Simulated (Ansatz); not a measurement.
`[SiH3][CH2][GeH2][SH]` + `BCOC` → `BC([SiH3])OC` + `[CH3][GeH2][SH]`  (formal exchange of groups at the Si–C bond)

Gas-phase electronic energies from Ansatz, PBE0-D4/def2-TZVP geometries. CBS: MP2 limit from def2 TZ/QZ plus the TZ coupled-cluster correction, frozen cores. Functionals use def2-TZVPP. For Ge outer-core shells are correlated without core-valence functions, which leaves a few kJ/mol of doubt a bond. Scalar relativity is left out up to krypton. One conformer a species, not always the lowest.

```json
{"level": "PBE-D4", "ΔE (kJ/mol)": "-8.1"}
{"level": "ωB97X-V", "ΔE (kJ/mol)": "9.4"}
{"level": "B2PLYP", "ΔE (kJ/mol)": "7.8"}
{"level": "PBE", "ΔE (kJ/mol)": "-7.9"}
{"level": "r2SCAN", "ΔE (kJ/mol)": "-2.2"}
{"level": "CCSD(T)/def2-TZVPP", "ΔE (kJ/mol)": "8.3"}
{"level": "MP2/def2-QZVPP", "ΔE (kJ/mol)": "9.4"}
{"level": "CCSD/CBS(def2)", "ΔE (kJ/mol)": "13.0"}
```

Task: What does CCSD(T)/CBS give? (Best estimate.)

Result: The calculation gave: +8.4 kJ/mol. The listed levels differ from it by -16.5, 1.0, -0.6, -16.3, -10.6, -0.1, 1.0, 4.6 kJ/mol.

Largest T1 diagnostic among the species: 0.013.

From PBE to PBE0 (25 % exact exchange), in def2-TZVPP and without D4, ΔE moves by +8.4 kJ/mol. In def2-TZVPP, CCSD(T) changes the Hartree–Fock value by −23.4 kJ/mol (the triples alone add −4.6 kJ/mol) and MP2 by −22.3 kJ/mol.
